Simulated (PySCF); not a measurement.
Bonds broken one at a time in the series Ga NH2-H. All species are isolated molecules in the gas phase. One relaxed conformer stands for each flexible species; it need not be the lowest. Strings in code marks are SMILES.

The numbers are results of PBE-D3(BJ)/def2-TZVP // r2SCAN-D4/def2-TZVP run with PySCF, not measurements. 

| species | LUMO (eV) | HOMO (eV) |
|---|---|---|
| whole molecule (`[Ga]([NH2])([NH2])[NH2]`) | -0.69 | -5.35 |
| whole molecule (`[NH2][GaH][NH2]`) | [?] | -5.31 |
| radical fragment (`[GaH][NH2]`) | – | – |
| whole molecule (`[NH2][GaH2]`) | -1.48 | [?] |
| radical fragment (`[GaH2]`) | – | – |
| whole molecule (`[GaH3]`) | -2.65 | -7.35 |

Q: Complete the blanks.

A: 
- whole molecule (`[NH2][GaH][NH2]`), LUMO (eV): -0.46
- whole molecule (`[NH2][GaH2]`), HOMO (eV): -6.08
